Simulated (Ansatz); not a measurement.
Geometry optimisation, RHF/def2-SVP (Ansatz 0.2.0).

Input file:

```yaml
crystal:
  periodic: [false, false, false]
  atoms:
    - { symbol: Ta, position_ang: [-0.034203, 0.123333, 0.000266] }
    - { symbol: "N", position_ang: [2.052261, 0.153013, -0.156689] }
    - { symbol: H, position_ang: [2.654001, 0.114818, 0.645046] }
    - { symbol: H, position_ang: [2.533819, 0.471766, -0.97771] }
    - { symbol: O, position_ang: [0.211974, -0.569115, 1.743651] }
    - { symbol: H, position_ang: [-0.049015, -1.188296, 2.403888] }
    - { symbol: O, position_ang: [-0.133154, 0.251446, -1.873413] }
    - { symbol: H, position_ang: [-0.414504, -0.098067, -2.702902] }
    - { symbol: F, position_ang: [-0.608742, 1.832705, 0.4414] }
    - { symbol: Cl, position_ang: [-1.973516, -1.294968, -0.117192] }
    - { symbol: S, position_ang: [1.422649, -3.061815, -1.202691] }
    - { symbol: H, position_ang: [1.298748, -3.733952, -0.053858] }
    - { symbol: H, position_ang: [2.183682, -2.050369, -0.674396] }
basis:
  gaussian: { orbitals: def2-SVP }
hamiltonian:
  xc: hf
relax:
  f_tol: 0.03
  max_steps: 50
output:
  orbitals: {}
```

Command:

```bash
$ ansatz run input.yaml --threads 4 --pin off --max-ram 5120MiB --backend cpu --events-out ev --progress --plain --runs-dir out
```

Where does it end, and by what steps?

The run converged. After 32 steps the energy has fallen by 0.428 eV; H13 moved furthest, 1.86 Å.

```json
{"step": "0", "energy less start (eV)": "0.0000", "largest force component (eV/Å)": "2.083", "accepted": "yes"}
{"step": "2", "energy less start (eV)": "-0.2367", "largest force component (eV/Å)": "0.214", "accepted": "yes"}
{"step": "4", "energy less start (eV)": "-0.2767", "largest force component (eV/Å)": "0.231", "accepted": "yes"}
{"step": "6", "energy less start (eV)": "-0.3270", "largest force component (eV/Å)": "0.532", "accepted": "yes"}
{"step": "8", "energy less start (eV)": "-0.3615", "largest force component (eV/Å)": "0.622", "accepted": "yes"}
{"step": "10", "energy less start (eV)": "-0.3908", "largest force component (eV/Å)": "0.321", "accepted": "yes"}
{"step": "12", "energy less start (eV)": "-0.4187", "largest force component (eV/Å)": "0.082", "accepted": "yes"}
{"step": "14", "energy less start (eV)": "-0.3985", "largest force component (eV/Å)": "1.104", "accepted": "no"}
{"step": "16", "energy less start (eV)": "-0.4199", "largest force component (eV/Å)": "0.476", "accepted": "no"}
{"step": "18", "energy less start (eV)": "-0.4239", "largest force component (eV/Å)": "0.085", "accepted": "yes"}
{"step": "20", "energy less start (eV)": "-0.4240", "largest force component (eV/Å)": "0.182", "accepted": "no"}
{"step": "22", "energy less start (eV)": "-0.4258", "largest force component (eV/Å)": "0.037", "accepted": "yes"}
{"step": "24", "energy less start (eV)": "-0.4268", "largest force component (eV/Å)": "0.068", "accepted": "yes"}
{"step": "26", "energy less start (eV)": "-0.4275", "largest force component (eV/Å)": "0.039", "accepted": "yes"}
{"step": "28", "energy less start (eV)": "-0.4278", "largest force component (eV/Å)": "0.063", "accepted": "yes"}
{"step": "30", "energy less start (eV)": "-0.4280", "largest force component (eV/Å)": "0.047", "accepted": "yes"}
{"step": "32", "energy less start (eV)": "-0.4282", "largest force component (eV/Å)": "0.017", "accepted": "yes"}
```

```xyz
13
Properties=species:S:1:pos:R:3
Ta -0.089 0.290 0.175
N 1.857 0.298 0.088
H 2.455 0.337 0.893
H 2.375 0.238 -0.771
O -0.073 0.266 2.062
H -0.273 0.003 2.943
O -0.251 0.186 -1.699
H -0.500 -0.108 -2.557
F -0.889 1.996 0.180
Cl -1.192 -1.848 0.277
S 2.091 -3.463 -1.939
H 0.895 -3.429 -1.347
H 2.738 -3.817 -0.827
```

Whether the end is a true minimum wasn't checked by a vibrational analysis.

Time of the run: 92 s on 4 threads of AMD EPYC 7R43 64-Core Processor (Zen 3), on a shared host, peak memory 0.48 GiB.
